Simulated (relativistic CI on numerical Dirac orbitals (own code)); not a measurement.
**One change at a time: Bi XXIX**

Base calculation: Dirac-Coulomb-Breit CI, KLI orbitals optimised for each configuration, a model potential for QED, unscaled Slater integrals.

Configuration list (outside the closed core [Ar] 3d10 4d10): 4s2.4p6.4f9, 4s2.4p6.4f8.5s, 4s2.4p6.4f7.5s2, 4s2.4p5.4f10, 4s.4p6.4f10, 4s2.4p6.4f8.6s, 4p6.4f11. Levels of other configurations are missing.

Variants: (1) only the first 3 configurations; (2) one mean potential for all configurations. Shifts of the energy above 4s2.4p6.4f9 6H°_15/2, in cm⁻¹, for the lowest level and the first level of each name with at least 55 % of one term (blank where a level changes its place among those of its configuration and J or its character, or is not in the variant):

```
               Level      Base    Δ(1)    Δ(2)
4s2.4p6.4f9 6H°_15/2       0.0     0.0     0.0
4s2.4p6.4f9 6H°_13/2   34986.6  -115.7  -663.1
4s2.4p6.4f9 4M°_21/2   78030.9   +29.7   -74.0
4s2.4p6.4f9 4M°_17/2  119316.8  +116.8  -597.3
4s2.4p6.4f9 4M°_19/2  122511.0    +1.7  -678.9
 4s2.4p6.4f9 4P°_1/2  128672.7  +930.5  -562.8
```

At this charge energies of transitions that change n are usually good to better than 1 %, and those within a shell (Δn = 0) to a few per cent. Terms inside the open d or f shell come out 10 to 20 % too wide with unscaled integrals.

Ionisation energy from the two ground configurations alone: base 988.419 eV. The NIST ASD value (theoretical) is 990 eV.

LS names give the leading component of a level, which can be under half, so a name can repeat, a term be missing and a line seem to break the LS rules.
